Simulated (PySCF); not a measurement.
C4H5 (SMILES C=[C]C=C), doublet, geometry from GFN2-xTB; M06/6-31G (PySCF).

PySCF was given this input:
```python
from pyscf import gto, scf, dft

mol = gto.Mole()
mol.atom = '''
    C     0.846922    1.666202   -0.087472
    C     0.098797    0.626242    0.042347
    C    -0.689093   -0.455535    0.180704
    C    -0.314503   -1.747230   -0.104834
    H     1.478742    2.032736    0.712299
    H     0.890577    2.241590   -1.004097
    H    -1.695126   -0.277397    0.547122
    H     0.671379   -1.971071   -0.469908
    H    -0.998312   -2.563934    0.030112
'''
mol.basis = '6-31g'
mol.charge = 0
mol.spin = 1
mol.verbose = 4
mol.build()

mf = dft.UKS(mol)
mf.xc = 'm06'
mf.kernel()
```

The log (banner, timings and long lists left out):

```
PySCF version 2.14.0

[INPUT] verbose = 4
[INPUT] num. atoms = 9
[INPUT] num. electrons = 29
[INPUT] charge = 0
[INPUT] spin (= nelec alpha-beta = 2S) = 1
[INPUT] symmetry False subgroup None
[INPUT] Mole.unit = angstrom
[INPUT] Symbol           X                Y                Z      unit          X                Y                Z       unit  Magmom
[INPUT]  1 C      0.846922000000   1.666202000000  -0.087472000000 AA    1.600450628869   3.148665448203  -0.165298123568 Bohr   0.0
[INPUT]  2 C      0.098797000000   0.626242000000   0.042347000000 AA    0.186699271929   1.183425867700   0.080024232197 Bohr   0.0
[INPUT]  3 C     -0.689093000000  -0.455535000000   0.180704000000 AA   -1.302197044355  -0.860836390154   0.341481069613 Bohr   0.0
[INPUT]  4 C     -0.314503000000  -1.747230000000  -0.104834000000 AA   -0.594324535354  -3.301786176624  -0.198107548543 Bohr   0.0
[INPUT]  5 H      1.478742000000   2.032736000000   0.712299000000 AA    2.794417388892   3.841314323544   1.346050028802 Bohr   0.0
[INPUT]  6 H      0.890577000000   2.241590000000  -1.004097000000 AA    1.682946622837   4.235991183564  -1.897468332497 Bohr   0.0
[INPUT]  7 H     -1.695126000000  -0.277397000000   0.547122000000 AA   -3.203323886629  -0.524204357776   1.033910736724 Bohr   0.0
[INPUT]  8 H      0.671379000000  -1.971071000000  -0.469908000000 AA    1.268722435784  -3.724784362073  -0.887997423742 Bohr   0.0
[INPUT]  9 H     -0.998312000000  -2.563934000000   0.030112000000 AA   -1.886536266867  -4.845133061461   0.056903433063 Bohr   0.0

nuclear repulsion = 96.6892875788786
number of shells = 30
number of NR pGTOs = 108
number of NR cGTOs = 46
basis = 6-31g
ecp = {}

******** <class 'pyscf.dft.uks.UKS'> ********
method = UKS
initial guess = minao
damping factor = 0
level_shift factor = 0
DIIS = <class 'pyscf.scf.diis.CDIIS'>
diis_start_cycle = 1
diis_space = 8
diis_damp = 0
SCF conv_tol = 1e-09
SCF conv_tol_grad = None
SCF max_cycles = 50
direct_scf = True
direct_scf_tol = 1e-13
number electrons alpha = 15  beta = 14
XC library pyscf.dft.libxc version 7.1.2
    S. Lehtola, C. Steigemann, M. J. T. Oliveira, and M. A. L. Marques,  SoftwareX 7, 1–5 (2018)
XC functionals = m06
    Y. Zhao and D. G. Truhlar,  Theor. Chem. Acc. 120, 215 (2008)
    Y. Zhao and D. G. Truhlar,  Theor. Chem. Acc. 120, 215 (2008)
radial grids:
    Treutler-Ahlrichs [JCP 102, 346 (1995); DOI:10.1063/1.469408] (M4) radial grids

becke partition: Becke, JCP 88, 2547 (1988); DOI:10.1063/1.454033
pruning grids: <function nwchem_prune>
grids dens level: 3
symmetrized grids: False
atomic radii adjust function: <function treutler_atomic_radii_adjust>
small_rho_cutoff = 0
Set gradient conv threshold to 3.16228e-05
tot grids = 105512
init E= -155.657373279634

cycle= 1 E= -155.128552086506  delta_E= 0.529  |g|= 0.216  |ddm|= 2.11
cycle= 2 E= -155.136779022318  delta_E= -0.00823  |g|= 0.201  |ddm|= 0.438
cycle= 3 E= -155.158860984905  delta_E= -0.0221  |g|= 0.0432  |ddm|= 0.232
cycle= 4 E= -155.159950156793  delta_E= -0.00109  |g|= 0.0216  |ddm|= 0.0833
cycle= 5 E= -155.160407391938  delta_E= -0.000457  |g|= 0.00538  |ddm|= 0.0368
cycle= 6 E= -155.160455221611  delta_E= -4.78e-05  |g|= 0.00498  |ddm|= 0.0147
cycle= 7 E= -155.160485111489  delta_E= -2.99e-05  |g|= 0.000962  |ddm|= 0.0104
cycle= 8 E= -155.160488962691  delta_E= -3.85e-06  |g|= 0.000481  |ddm|= 0.00402
cycle= 9 E= -155.160490061072  delta_E= -1.1e-06  |g|= 0.000284  |ddm|= 0.00257
cycle= 10 E= -155.160490210879  delta_E= -1.5e-07  |g|= 0.000122  |ddm|= 0.000888
cycle= 11 E= -155.160490231401  delta_E= -2.05e-08  |g|= 2.65e-05  |ddm|= 0.000355
cycle= 12 E= -155.160490232444  delta_E= -1.04e-09  |g|= 1.7e-05  |ddm|= 8.55e-05
cycle= 13 E= -155.160490232642  delta_E= -1.98e-10  |g|= 7.28e-06  |ddm|= 2.39e-05
Extra cycle  E= -155.160490232611  delta_E= 3.15e-11  |g|= 1.17e-05  |ddm|= 2.49e-05
converged SCF energy = -155.160490232611  <S^2> = 0.78258551  2S+1 = 2.0323243
```
